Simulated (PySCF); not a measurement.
Cartesian coordinates (Å):
SMILES: S[SiH2]
```xyz
5

Si    -0.6774     0.0559     0.3518
S      1.3320    -0.6479     0.0606
H     -1.0077     1.1520    -0.6239
H     -1.5326    -1.1467     0.0873
H      1.8857     0.5867     0.1242
```
Charge 0, spin multiplicity 2.

Question: Give the dipole moment, highest occupied spin orbital and total energy at the level PBE-D3(BJ)/def2-TZVP in PySCF.

Answer: 
* **dipole moment**: 0.85 D
* **highest occupied spin orbital**: -4.97 eV
* **total energy**: -689.1592 Ha
